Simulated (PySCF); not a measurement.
lead atom (Pb), triplet (core potentials on Pb); CAMB3LYP/def2-SVP run with PySCF.

PySCF was given this input:
```python
from pyscf import gto, scf, dft

mol = gto.M(
    atom='''
Pb    0.000000    0.000000    0.000000
''',
    basis='def2-svp',
    ecp={'Pb': 'def2-svp'},
    charge=0,
    spin=2,
    verbose=4,
)

mf = dft.UKS(mol)
mf.xc = 'camb3lyp'
mf.grids.atom_grid = (99, 590)
mf.grids.prune = None
mf.kernel()
```

Output, abridged:

```
PySCF version 2.14.0

[INPUT] verbose = 4
[INPUT] num. atoms = 1
[INPUT] num. electrons = 22
[INPUT] charge = 0
[INPUT] spin (= nelec alpha-beta = 2S) = 2
[INPUT] symmetry False subgroup None
[INPUT] Mole.unit = angstrom
[INPUT] Symbol           X                Y                Z      unit          X                Y                Z       unit  Magmom
[INPUT]  1 Pb     0.000000000000   0.000000000000   0.000000000000 AA    0.000000000000   0.000000000000   0.000000000000 Bohr   0.0

nuclear repulsion = 0
number of shells = 10
number of NR pGTOs = 61
number of NR cGTOs = 26
basis = def2-svp
ecp = {'Pb': 'def2-svp'}

******** <class 'pyscf.dft.uks.UKS'> ********
method = UKS
initial guess = minao
damping factor = 0
level_shift factor = 0
DIIS = <class 'pyscf.scf.diis.CDIIS'>
diis_start_cycle = 1
diis_space = 8
diis_damp = 0
SCF conv_tol = 1e-09
SCF conv_tol_grad = None
SCF max_cycles = 50
direct_scf = True
direct_scf_tol = 1e-13
number electrons alpha = 12  beta = 10
XC library pyscf.dft.libxc version 7.1.2
    S. Lehtola, C. Steigemann, M. J. T. Oliveira, and M. A. L. Marques,  SoftwareX 7, 1–5 (2018)
XC functionals = camb3lyp
    T. Yanai, D. P. Tew, and N. C. Handy,  Chem. Phys. Lett. 393, 51 (2004)
radial grids:
    Treutler-Ahlrichs [JCP 102, 346 (1995); DOI:10.1063/1.469408] (M4) radial grids

becke partition: Becke, JCP 88, 2547 (1988); DOI:10.1063/1.454033
pruning grids: None
grids dens level: 3
symmetrized grids: False
atomic radii adjust function: <function treutler_atomic_radii_adjust>
User specified grid scheme (99, 590)
small_rho_cutoff = 0
Set gradient conv threshold to 3.16228e-05
tot grids = 58416
init E= -168.945084915261

cycle= 1 E= -192.39420493586  delta_E= -23.4  |g|= 0.89  |ddm|= 9.15
cycle= 2 E= -192.707755401039  delta_E= -0.314  |g|= 0.499  |ddm|= 2.81
cycle= 3 E= -192.799846687983  delta_E= -0.0921  |g|= 0.0137  |ddm|= 0.701
cycle= 4 E= -192.800196950229  delta_E= -0.00035  |g|= 0.00338  |ddm|= 0.0703
cycle= 5 E= -192.800211021451  delta_E= -1.41e-05  |g|= 0.00054  |ddm|= 0.0171
cycle= 6 E= -192.800211309097  delta_E= -2.88e-07  |g|= 4.11e-05  |ddm|= 0.0025
cycle= 7 E= -192.800211311304  delta_E= -2.21e-09  |g|= 1.62e-06  |ddm|= 0.0003
cycle= 8 E= -192.800211311307  delta_E= -2.76e-12  |g|= 1.62e-07  |ddm|= 6.13e-06
Extra cycle  E= -192.800211311307  delta_E= 1.14e-13  |g|= 4.33e-08  |ddm|= 4.37e-07
converged SCF energy = -192.800211311307  <S^2> = 2.0026686  2S+1 = 3.0017786
```
